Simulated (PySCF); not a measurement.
Question: Give a PBE0-D3(BJ)/def2-SVP geometry of `N#C[C@@H]1CC[SiH2][SiH2]1`.

Answer: 
```
atom  x, y, z in Å
N1    -1.5791   -0.7095    2.5179
C2    -1.3230   -0.4283    1.4227
C3    -0.9434   -0.0631    0.0705
C4     0.2079   -0.9539   -0.4532
C5     1.5059   -0.7386    0.3331
Si6    1.9244    1.1223    0.3559
Si7   -0.3083    1.7718    0.0538
H8    -1.8307   -0.1561   -0.5757
H9     0.3635   -0.7072   -1.5176
H10   -0.0986   -2.0128   -0.4213
H11    2.3269   -1.3387   -0.0883
H12    1.3698   -1.0725    1.3761
H13    2.5705    1.5715    1.6238
H14    2.7894    1.5108   -0.8007
H15   -0.6026    2.3522   -1.2926
H16   -0.9699    2.5871    1.1115
```

Orientation and origin are arbitrary. Atoms count from 1 in this order. Si6 (SiH2 silicon) has angles from 93.4° to 116.0°. The 2 C–Si bonds span 1.908 Å (C5–Si6, drawn single) to 1.942 Å (C3–Si7, drawn single), a spread of 0.034 Å. The C–C distances run from 1.451 Å (C2–C3, drawn single) to 1.547 Å (C3–C4, drawn single), a spread of 0.096 Å. Si7 (SiH2 silicon) has angles from 92.8° to 118.9°.

Bonds between heavy atoms (Å): N1≡C2 1.159, C2–C3 1.451, C3–C4 1.547, C4–C5 1.533, C5–Si6 1.908, Si6–Si7 2.345, C3–Si7 1.942.

Level of theory: PBE0-D3(BJ)/def2-SVP geometry optimisation, gas phase (PySCF 2.14.0).

Point group: C1 (no symmetry element, even within 0.4 Å). Whether it is a minimum is left open (no frequencies). One conformer, not necessarily the lowest (C2–C3–C4–C5 -65°, C3–C4–C5–Si6 -53°, C4–C5–Si6–Si7 25°, C5–Si6–Si7–C3 2°).
